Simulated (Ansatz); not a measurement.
Reaction (formal exchange of groups at the Al–I bond): `[Cl][Al]([Cl])[I]` + `C=C` → `C=[CH][Al]([Cl])[Cl]` + HI

Isolated molecules relaxed with PBE0-D4/def2-TZVP in Ansatz; ΔE leaves out vibrations. CCSD(T)/CBS adds triple-zeta CCSD(T) − MP2 to the extrapolated MP2 energy (def2 sets, frozen cores). This one scheme is used for every species. Functionals use def2-TZVPP. def2 core potentials past Kr. For I outer-core shells are correlated without core-valence functions, which leaves a few kJ/mol of doubt a bond. Each species was taken in one conformer, which may not be the lowest.

Problem. Is it downhill or uphill in electronic energy at CCSD(T)/CBS, and by how much? (An estimate is asked.)

Solution. The calculation gave: Uphill: ΔE = +133.6 kJ/mol.

Problem. What do these levels give: BLYP-D4, PBE0-D4, ωB97X-V, B2PLYP, r2SCAN, r2SCAN0, LC-ωPBE, MP2/def2-SVP, CCSD(T)/def2-SVP, CCSD(T)/def2-TZVPP, MP2/def2-QZVPP, MP2/CBS(def2)? (An estimate is asked.)

Solution. Computed: BLYP-D4 120.2, PBE0-D4 130.1, ωB97X-V 126.7, B2PLYP 128.5, r2SCAN 130.1, r2SCAN0 133.6, LC-ωPBE 128.6, MP2/def2-SVP 131.3, CCSD(T)/def2-SVP 126.5, CCSD(T)/def2-TZVPP 125.7, MP2/def2-QZVPP 138.6, MP2/CBS(def2) 142.0 kJ/mol.

Problem. What do rigid-rotor, harmonic-oscillator terms from PBE0-D4/def2-TZVP frequencies (298.15 K, 1 bar) make of the CCSD(T)/CBS value? (Best estimate.)

Solution. Computed: ΔZPE = -12.0 kJ/mol, ΔH = +123.2 kJ/mol, ΔS = 2 J/(mol·K), ΔG = +122.7 kJ/mol.

Largest T1 diagnostic among the species: 0.011.

Leaving LDA and LC-ωPBE aside and taking each functional with its dispersion term where it has one, the values, not all of them listed here, spread over 14.2 kJ/mol, from BLYP-D4 to PBE-QIDH. LDA lies −4.8 kJ/mol from PBE without D4. From r2SCAN to r2SCAN0 (25 % exact exchange), in def2-TZVPP and without D4, ΔE moves by +3.5 kJ/mol. At CCSD(T), def2-SVP lies −7.1 kJ/mol from the extrapolated value and def2-TZVPP −7.9 kJ/mol.
